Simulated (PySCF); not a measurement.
[Ce(SH)2]+: from a saddle point downhill

PySCF 2.14.0, RKS PBE, Ce lcecp-1-SVP with ECP47, S def2-SVP, H def2-SVP; non-relativistic Hamiltonian with scalar-relativistic core potentials where named; density fitting; no spin-orbit coupling. Relaxed within the symmetry of its start, the geometry (D∞h) is

```xyz
5

Ce    0.0000    0.0000    0.0000
S     0.0000    0.6681    2.4485
H     0.0000    1.0258    3.7597
S     0.0000   -0.6681   -2.4485
H     0.0000   -1.0258   -3.7597
```

and its lowest harmonic modes are -213, -213, -57, -57, 296, 296 cm⁻¹ (negative: unstable). It was moved along the lowest mode and relaxed again, within the group C2v that the move left.

(1) Where does it end, and how much lower?

(2) How do the contacts change?

(3) Is the end a minimum?

An lcecp potential fixes the number of 4f electrons, so in runs with it no electron can move into or out of that shell.

State: singlet in the valence, with the 4f electrons in the core potential.

Answers

(1) In C2v, 0.782 eV lower, after 31 steps:
```xyz
5

Ce   -0.3691   -1.5028    0.4100
S    -0.0170    0.4859    2.0527
H     0.2572    1.4242    1.0960
S    -0.0170   -0.6240   -2.0150
H     0.2572    0.6702   -1.6674
```

(2) 
```csv
contact,saddle (Å),end (Å)
Ce1–S2 (SH),2.538,2.603
Ce1–S4 (SH),2.538,2.603
```


(3) Yes; lowest modes 81, 159, 180, 237, 330, 348 cm⁻¹.
